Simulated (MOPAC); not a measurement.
The molecule SbH, multiplicity 3 (the spin of the measured ground state). No spin–orbit coupling.

Constants: fifth-degree fit in 1/R to seven points, most abundant isotopes. In def2 and cc sets the state is the lowest found near the PBE0 minimum, followed along R.

The state that AM1 reach isn't checked.

Programs: MOPAC for AM1 (differences of heats of formation). 

Energies at AM1:

```
R (Å)     E (hartree)
--------  -----------
1.596014   0.09389643
1.638918   0.09065085
1.678389   0.08896403
1.723009   0.08859224
1.767628   0.08980824
1.819113   0.09301777
1.879178   0.09880316
```

Problem. With a reduced mass of 0.9995 u, find the minimum, the force constant and the constants.

Solution. A fifth-degree polynomial in 1/R puts the minimum at r_e = 1.7109 Å with force constant 354 N/m. Then ω_e = (1/2πc)√(k/μ) = 2450 cm⁻¹ and B_e = h/(8π²cμr_e²) = 5.762 cm⁻¹; the cubic and quartic terms give α_e = -0.042 and ω_e x_e = 61 cm⁻¹.
